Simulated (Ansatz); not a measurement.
Reaction (cleavage of the Si–Ge bond): `[SiH3][GeH]1[CH2][S]1` + `[OH][Al]([OH])[O][SiH3]` → `[OH][Al]([O][SiH3])[O][SiH3]` + `[CH2]1[S][GeH2]1`

Computed with Ansatz on PBE0-D4/def2-TZVP structures; ΔE is electronic, products minus reactants. CCSD(T)/CBS adds triple-zeta CCSD(T) − MP2 to the extrapolated MP2 energy (def2 sets, frozen cores). This one scheme is used for every species. DFT in def2-TZVPP. For Ge outer-core shells are correlated without core-valence functions, which leaves a few kJ/mol of doubt a bond. Scalar relativity is left out up to krypton. Each species was taken in one conformer, which may not be the lowest.

```
  level  ΔE (kJ/mol)
 PBE-D4        -55.2
ωB97X-V        -80.3
```

Task: What does CCSD(T)/CBS give? (An estimate is asked.)

Result: The calculation gave: -77.1 kJ/mol. The listed levels differ from it by 21.9, -3.2 kJ/mol.

Largest T1 diagnostic among the species: 0.013.

From PBE to PBE0 (25 % exact exchange), in def2-TZVPP and without D4, ΔE moves by −9.5 kJ/mol. In def2-TZVPP, CCSD(T) changes the Hartree–Fock value by +32.2 kJ/mol (the triples alone add +4.8 kJ/mol) and MP2 by +31.3 kJ/mol.
